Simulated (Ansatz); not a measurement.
CH$_{6}$S$_{2}$Si (`SC[SiH2]S`). Total charge 0; spin multiplicity 1. Geometry: relaxed with PBE0-D4/def2-TZVP. It is one conformer, not always the lowest.

```xyz
10

S     1.555   -1.339    0.209
C    -0.197   -1.028    0.549
Si   -0.844    0.441   -0.425
S     0.306    2.212   -0.084
H     2.006   -0.149    0.644
H    -0.370   -0.930    1.622
H    -0.723   -1.926    0.212
H    -0.833    0.099   -1.868
H    -2.217    0.793    0.022
H     1.317    1.827   -0.881
```

(1) What is the dipole moment at r2SCAN/def2-TZVPP? (Estimate.)

(2) And with PBE, B3LYP, ωB97M-V? (Estimate.)

(3) Give the Mulliken charges with r2SCAN, PBE, ωB97M-V in def2-TZVPP. (Best estimate.)

Answers

(1) Computed: 0.81 D, with components (-0.64, -0.45, 0.19) D in this frame, pointing from negative to positive charge.

(2) The calculation gave: PBE 0.76 D, B3LYP 0.81 D, ωB97M-V 0.81 D.

(3) Ansatz gave: 
```
atom  r2SCAN    PBE  ωB97M-V
  S1   -0.19  -0.19    -0.16
  C2   -0.14  -0.19    -0.30
 Si3    0.36   0.27     0.24
  S4   -0.28  -0.27    -0.27
  H5    0.10   0.11     0.11
  H6    0.09   0.12     0.14
  H7    0.09   0.12     0.14
  H8   -0.06  -0.04    -0.01
  H9   -0.07  -0.06    -0.02
 H10    0.11   0.12     0.13
```

B3LYP here is the variant with VWN-RPA as its local correlation; programs differ in this.
